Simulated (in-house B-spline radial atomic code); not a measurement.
The numbers below are computed, except where a source is named.
## How size changes two electrons in a hard-walled Si dot with a double donor at its centre

For Si the NSM archive of the Ioffe Institute lists m_l = 0.98 m0, m_t = 0.19 m0 and ε = 11.7; the model takes one isotropic valley with the conductivity mass 3/(1/m_l + 2/m_t) = 0.26 m0, and so misses anisotropy and the other valleys. All triplets below are those of one valley; with several valleys two electrons can form a triplet in the 1s orbital itself, at an energy set by the valley splitting. Real donors also feel a central-cell potential, which shifts the ground state; some double donors stay shallow and helium-like, others are deep centres that this model can't describe.

Effective-mass model with parabolic bands, a uniform dielectric constant, no image charges, no central-cell or spin-orbit terms. Two-electron levels come from full CI in B-splines with partial waves to l = 5 (up to 0.001 effective hartree above the limit).

Ha* = 51.68 meV, a* = 2.381 nm.

```tsv
R (nm)	s-p spacing (meV)	J_ss (meV)	charging energy, CI (meV)	gap to the lowest triplet, CI (meV)	leading natural occupation
3.1	231	89.1	84.8	203	1.994
3.69	179	79.8	75.1	153	1.992
4.1	155	75.5	70.5	130	1.991
4.62	134	71.5	66.2	109	1.990
5.45	113	67.8	61.8	87.7	1.989
8.64	84.1	64.7	57	54.9	1.985
14.9	77.8	64.6	56.7	40.1	1.984
15.5	77.7	64.6	56.7	39.7	1.984
27.1	77.5	64.6	56.7	37.7	1.984
29.5	77.5	64.6	56.7	37.7	1.984
31.9	77.5	64.6	56.7	37.6	1.984
```

With what end-to-end powers of R do the columns change between the first and last rows?

Spacing -0.47, J_ss -0.14, charging energy -0.17, triplet gap -0.72. In large dots the donor takes over: the spacing tends to 3/2 Ha* = 77.5 meV and the triplet gap to that of a helium-like centre, 0.7285 Ha* = 37.7 meV.

Where does repulsion overtake the orbital spacing, and what happens to the ratio of triplet gap to spacing?

J_ss stays below the spacing in all rows. The ratio goes from 0.88 to 0.49, while the leading occupation goes from 1.994 to 1.984. The lowest triplet changes from sp to ss between 8.64 and 14.9 nm.
